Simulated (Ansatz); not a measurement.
Level of theory: frozen-core CCSD(T)/def2-TZVPP // PBE0-D4/def2-TZVP (Ansatz, a first-principles code).

Ansatz 0.2 input:
```yaml
crystal:
  periodic: [false, false, false]
  atoms:
    - { symbol: Si, position_ang: [-0.28628, 0.010214, 0.416687] }
    - { symbol: I, position_ang: [2.089182, -0.077344, -0.090449] }
    - { symbol: H, position_ang: [-0.857936, 1.256591, -0.16139] }
    - { symbol: H, position_ang: [-0.948775, -1.188797, -0.164614] }
basis:
  gaussian: { orbitals: def2-TZVPP }
correlation:
  method: ccsd_t
magnetization:
  spin_polarized: true
  initial_magnetization: 1
```

Output:

```
Functional definition: HF
873 factors; integrals over basis functions are off by at most 8.3e-4 eV
mean field evaluation 1: about -15965.8110 eV, gradient 8.2e0 eV
mean field evaluation 2: about -15965.8180 eV, gradient 8.2e0 eV
mean field evaluation 4: about -15966.6754 eV, gradient 2.2e0 eV
mean field evaluation 8: about -15966.7311 eV, gradient 4.2e-3 eV
mean field evaluation 16: about -15966.6689 eV, gradient 2.2e0 eV
mean field evaluation 32: about -15962.9665 eV, gradient 3.6e-2 eV
mean field -15966.73113871 eV, -586.7665467084 hartree, gradient 2.5e-6 eV, S^2 0.756383; 0 other end points of the search recorded, 0 dependent functions left out
9 core orbitals not correlated
reference -15966.73113871 eV, -586.7665467084 hartree; 12, 11 occupied and 99, 100 virtual orbitals, 873 factors
second order -16.35504856 eV of doubles, -0.00000000 eV of singles
cycle   1  -15.62164939 eV  change    7.3e-1 eV  update   8.2e-2
cycle   2  -16.06279119 eV  change   -4.4e-1 eV  update   2.6e-2
cycle   3  -16.10588679 eV  change   -4.3e-2 eV  update   1.3e-2
cycle   4  -16.09371783 eV  change    1.2e-2 eV  update   5.1e-3
cycle   5  -16.09679214 eV  change   -3.1e-3 eV  update   3.0e-3
cycle   6  -16.09767205 eV  change   -8.8e-4 eV  update   1.2e-3
cycle   7  -16.09730542 eV  change    3.7e-4 eV  update   4.6e-4
cycle   8  -16.09749745 eV  change   -1.9e-4 eV  update   1.5e-4
cycle   9  -16.09753462 eV  change   -3.7e-5 eV  update   5.8e-5
cycle  10  -16.09748676 eV  change    4.8e-5 eV  update   2.2e-5
cycle  11  -16.09750860 eV  change   -2.2e-5 eV  update   9.4e-6
perturbative correction -0.39802030 eV, -0.0146269762 hartree
Total energy: -15983.22666760 eV, -587.3727462142 hartree
```

Cost: around 30 core-seconds (rough).
